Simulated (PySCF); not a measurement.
Exercise with solution: oscillator strength and radiative lifetime

C4H5FSi, SMILES C#C/C(F)=C/[SiH3].

The structure is a stationary point at PBE0-D3(BJ)/def2-SVP. The structure was generated by enumeration; whether it is a known compound was not checked.

TDA-PBE/def2-SVPD run with PySCF puts the first singlet state with f over 0.02 at 5.34 eV (vertical), with the transition dipole (-0.113, -1.887, 0.000) in atomic units.

Question: Find the oscillator strength, the wavelength and the radiative lifetime that this transition would have in vacuum if emission retraced absorption.

Answer: 
|μ|² = 3.5735 au, so |μ| = 4.80 D. ΔE = 5.34/27.211 = 0.1962 hartree. f = (2/3) ΔE |μ|² = 0.468 (the program prints 0.468).
λ = 1239.84/5.34 = 232 nm; ν = 43070 cm⁻¹.
Einstein's coefficient A = 0.6670 ν² f s⁻¹ (ν in cm⁻¹) = 5.8e8 s⁻¹, so τ = 1/A = 1.7 ns. This state is S2; the lower singlet has f = 0.000. The figure is the radiative limit of this one transition; relaxation, internal conversion, crossing to triplets and a medium change what is measured.
